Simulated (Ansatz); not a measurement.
`C1C[O][AlH][CH2]1` from Hartree–Fock to CCSD(T)

```csv
atom,x (Å),y (Å),z (Å)
C1,0.020,-0.965,0.167
C2,-1.159,-0.099,0.634
O3,-0.749,1.243,0.840
Al4,0.642,1.587,-0.099
C5,0.879,-0.200,-0.857
H6,-0.355,-1.918,-0.221
H7,0.637,-1.201,1.042
H8,-1.579,-0.493,1.565
H9,-1.959,-0.120,-0.119
H10,1.300,3.020,-0.153
H11,1.888,-0.605,-0.941
H12,0.433,-0.249,-1.858
```

The species carries charge 0 and has multiplicity 1. The structure was optimised at the PBE0-D4/def2-TZVP level. Frozen core, restricted reference, Ansatz 0.2.0. CBS rows extrapolate triple and quadruple zeta; past MP2 they add the triple-zeta difference.

```json
{"basis": "def2-TZVPP", "HF (Eh)": "-434.57562", "MP2 corr.": "-0.82630", "CCSD corr.": "?", "(T)": "?", "CCSD(T) total": "?"}
{"basis": "def2-QZVPP", "HF (Eh)": "?", "MP2 corr.": "-0.88324", "CCSD corr.": "–", "(T)": "–", "CCSD(T) total": "–"}
{"basis": "CBS(def2)", "HF (Eh)": "-434.59415", "MP2 corr.": "?", "CCSD corr.": "-0.96415", "(T)": "as TZ", "CCSD(T) total": "?"}
```

Question: Fill in the withheld values. (Estimate.)

Answer: Ansatz gave: def2-TZVPP CCSD corr.: -0.86504; def2-TZVPP (T): -0.03468; def2-TZVPP CCSD(T) total: -435.47534; def2-QZVPP HF (Eh): -434.59190; CBS(def2) MP2 corr.: -0.92541; CBS(def2) CCSD(T) total: -435.59298.
